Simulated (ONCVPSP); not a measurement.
iridium: variants of one ONCV potential

Base potential:

iridium (Ir), optimised norm-conserving Vanderbilt (ONCV), made with ONCVPSP 4.0.1 (PBE, scalar-relativistic). Core [Kr] 4d10 4f14, reference 5s2 5p6 5d7 6s1 6p1. Waves: 5s+6s: rc 1.70 bohr, ncon 4, nbas 8, qcut 5.6 1/bohr, 3 projectors, debl 2.3 Ha; 5p+6p: rc 1.70 bohr, ncon 4, nbas 9, qcut 8.3 1/bohr, 3 projectors, debl 3.6 Ha; 5d: rc 2.25 bohr, ncon 3, nbas 8, qcut 6.1 1/bohr, 2 projectors, debl 2.9 Ha. Local part: polynomial inside 1.45 bohr (lpopt 5, dvloc0 4 Ha). Core correction: Teter function, fcfact 2.25, rcfact 1.45.

Cutoffs, loose and tight: the cutoffs (Ha) at which the residual kinetic energy of the hardest occupied pseudo-wave falls to 1 and 0.1 mHa per electron. They do not see the model core or the augmentation charge, which bear on the density cutoff. Test errors are all-electron minus pseudo excitation energies from the reference, over the configurations 5s2 5p6 5d7 6s2 6p0; 5s2 5p6 5d7 6s1 6p0; 5s2 5p6 5d7 6s0 6p0; 5s2 5p6 5d6 6s2 6p0. A dash means not determined; rows that change the core or the reference have their own tests.

```tsv
change	outcome	cutoff, loose	cutoff, tight	bound ghosts	GHOST(+) flags above zero	largest test error (meV)
base	generated	19 Ha	39 Ha	none	none	-12
local potential polynomial inside 1.45 bohr (lpopt 5, dvloc0 -2 Ha)	generated	19 Ha	39 Ha	none	s	-12
local potential polynomial inside 1.45 bohr (lpopt 5, dvloc0 -0.5 Ha)	generated	19 Ha	39 Ha	none	s	-12
local potential polynomial inside 1.45 bohr (lpopt 5, dvloc0 0 Ha)	generated	19 Ha	39 Ha	none	s	-12
local potential polynomial inside 1.45 bohr (lpopt 5, dvloc0 1.5 Ha)	generated	19 Ha	39 Ha	none	s	-13
local potential polynomial inside 1.45 bohr (lpopt 5, dvloc0 2.5 Ha)	generated	19 Ha	39 Ha	none	s	-12
local potential polynomial inside 1.45 bohr (lpopt 5, dvloc0 5.5 Ha)	generated	19 Ha	39 Ha	none	none	-12
local potential polynomial inside 1.45 bohr (lpopt 5, dvloc0 7 Ha)	generated	19 Ha	39 Ha	none	none	-12
local potential polynomial inside 1.45 bohr (lpopt 5, dvloc0 8.5 Ha)	generated	19 Ha	39 Ha	none	none	-12
local potential polynomial inside 1.45 bohr (lpopt 5, dvloc0 9.5 Ha)	generated	19 Ha	39 Ha	none	none	-13
```

Reading the sweep of the dvloc0 (base included, trends over the rows without a ghost): The loose cutoff stays near 19 Ha. The median size of the test errors (rows with all tests solved) stays near 3.3 meV.
